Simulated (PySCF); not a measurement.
Highest orbital energy against ionisation energy along group 13

Calculated with PySCF 2.14, no spin-orbit coupling. Each cell gives −ε(HOMO) / ΔSCF in eV; NIST values include spin-orbit coupling, (s) semi-empirical, (t) theoretical.

| species | UHF | LDA | PBE | PBE0 | r2SCAN | NIST (lowest levels) |
| --- | --- | --- | --- | --- | --- | --- |
| B²⁺ (aug-cc-pCVTZ-DK, spin-free X2C) | 37.831 / 37.827 | 32.367 / 37.905 | 32.652 / 38.292 | 34.054 / 38.234 | 32.888 / 37.864 | 37.931 |
| Al²⁺ (aug-cc-pCVTZ-DK, spin-free X2C) | 28.110 / 28.088 | 24.582 / 28.868 | 24.471 / 28.868 | 25.491 / 28.731 | 24.675 / 28.429 | 28.448 |
| In²⁺ (aug-cc-pwCVTZ-DK3, spin-free X2C) | 26.777 / 26.626 | 24.536 / 28.976 | 24.142 / 28.570 | 24.974 / 28.211 | 24.355 / 28.229 | 28.044 |
| Tl²⁺ (aug-cc-pwCVTZ-DK3, spin-free X2C) | 28.409 / 28.148 | 26.128 / 30.744 | 25.748 / 30.314 | 26.626 / 29.949 | 26.046 / 30.162 | 29.852 |

Task: How far is −ε(HOMO) from ΔSCF on average for each method, and why?

Result: UHF 0.11 eV; LDA -4.72 eV; PBE -4.76 eV; PBE0 -3.49 eV; r2SCAN -4.18 eV. Hartree-Fock orbital energies lack relaxation and so exceed the ΔSCF value; semilocal functionals have convex E(N) from self-interaction, so their HOMO lies far too high; exact exchange moves hybrids part of the way back.
